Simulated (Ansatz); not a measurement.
Single points on the cluster BeTe2⁻.

```yaml
crystal:
  periodic: [false, false, false]
  atoms:
    - {symbol: Be, position_ang: [0.000539, -0.000248, 0.001044]}
    - {symbol: Te, position_ang: [1.556336, 1.489943, -0.531857]}
    - {symbol: Te, position_ang: [-1.556875, -1.489695, 0.530814]}
basis:
  gaussian: {orbitals: def2-TZVPD, initial_orbitals: start.molden}
total_charge: -1
magnetization: {spin_polarized: true, initial_magnetization: 1}
hamiltonian: {xc: {name: LC-wPBE, parameters: {omega: 0.15/bohr}}}
scf: {omitted_lower_state_checks: [starts]}
output: {orbitals: {seedname: orbitals}}
```

The file start.molden holds the orbitals of an earlier run on this structure, at another level or in another basis.

```sh
$ ansatz run in.yaml --threads 4 --pin off --events-out ev --progress --plain --max-ram 3916MiB
```

It prints (some lines left out):

```
Functional definition: LC-wPBE
1055 factors; their error is unknown
131 factors; integrals over basis functions are off by at most 5.4e-5 eV
mean field evaluation 1: about -14991.3135 eV, gradient 4.0e0 eV
mean field evaluation 2: about -14991.3462 eV, gradient 4.5e-2 eV
mean field evaluation 4: about -14991.3375 eV, gradient 6.9e-5 eV
mean field evaluation 8: about -14991.3375 eV, gradient 1.8e-5 eV
mean field -14991.33747511 eV, -550.9214907168 hartree, gradient 4.6e-6 eV, S^2 0.767971; 0 other end points of the search recorded, 0 dependent functions left out
reference -14991.33747514 eV, -550.9214907180 hartree; 27, 26 occupied and 113, 114 virtual orbitals, 1055 factors
Total energy: -14991.33747514 eV, -550.9214907180 hartree
Checks for a lower state left out: starts
```

Run time 10 s (4 threads of Arm Neoverse V2 on a shared host).

As the first input, with `correlation: {method: mp2}` and without the key `hamiltonian` (abridged; 3.7 s):

```
Functional definition: HF
mean field -14933.25009199 eV, -548.7868187600 hartree, gradient 1.5e-6 eV, S^2 0.771377
8 core orbitals not correlated: weight in the atoms' cores, before any rotation towards them, 1.000 or more for the frozen orbitals, at most 0.000 for the correlated occupied ones
second order -26.35262069 eV of doubles, -0.00000000 eV of singles
Total energy: -14959.60271267 eV, -549.7552597078 hartree
Checks for a lower state left out: starts
```

First input, but with `hamiltonian: {xc: r2scan, dispersion: d4}` (abridged; 21 s):

```
Functional definition: r2SCAN
mean field evaluation 16: about -14997.5020 eV, gradient 3.9e-6 eV
mean field -14997.50204577 eV, -551.1480345102 hartree, gradient 3.9e-6 eV, S^2 0.765753
Total energy: -14997.52108140 eV, -551.1487340566 hartree
Checks for a lower state left out: starts
```

First input, but with `hamiltonian: {xc: pbe}`, `correlation: {method: rpa}` and without the key `output` (abridged; 8.5 s):

```
Functional definition: PBE
mean field -14990.79597685 eV, -550.9015910226 hartree, gradient 3.7e-6 eV, S^2 0.755825
8 core orbitals not correlated: weight in the atoms' cores, before any rotation towards them, 1.000 or more for the frozen orbitals, at most 0.000 for the correlated occupied ones
Total energy: -14967.32361197 eV, -550.0389975235 hartree
Checks for a lower state left out: starts
```

Geometry: PBE-D4/def2-TZVPD.

In the def2 sets Te takes a core potential; there is no spin–orbit coupling. Correlated methods freeze 8 core orbitals; core or outer-core shells of Te are correlated, in sets that lack core-valence functions. The structure comes from a short search, and lower isomers may exist.
